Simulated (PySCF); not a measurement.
# Sc (scandium, neutral) across methods

[Ar] 3d1 4s1 5s1, high-spin 4D determinant (an excited configuration). All numbers are calculated (PySCF 2.14, no relativity, point nucleus, in dyall-av2z (16s12p7d2f, 101 functions)). The B2PLYP total includes its PT2 part (frozen core); its orbital energies are those of the SCF part.

```csv
method,E (hartree),mean ε 3d α (eV),mean ε 4s α (eV),mean ε 5s α (eV),Σ⟨r²⟩ (bohr²),⟨S²⟩
PBE,-760.241,-7.624,-7.052,-1.469,135.8,3.750
UHF,-759.61168,-13.322,-9.356,-2.119,149.1,3.751
TPSSh,-760.480,-8.448,-7.284,-1.528,142.9,3.750
wB97X,-760.453,-11.604,-9.395,-2.214,150.9,3.751
PBE0,-760.282,-9.220,-7.744,-1.708,141.1,3.750
LDA,-758.523,-7.538,-7.229,-1.486,133.0,3.750
PW91,-760.481,-7.684,-7.093,-1.467,134.4,3.750
```

Estimate the same row for B2PLYP.

E (hartree) = -760.241; mean ε 3d α (eV) = -10.699; mean ε 4s α (eV) = -8.309; mean ε 5s α (eV) = -1.754; Σ⟨r²⟩ (bohr²) = 143.5; ⟨S²⟩ = 3.751.

The outer electron is Rydberg-like, and this basis confines it to a smaller radius and binds it less than a complete one would.
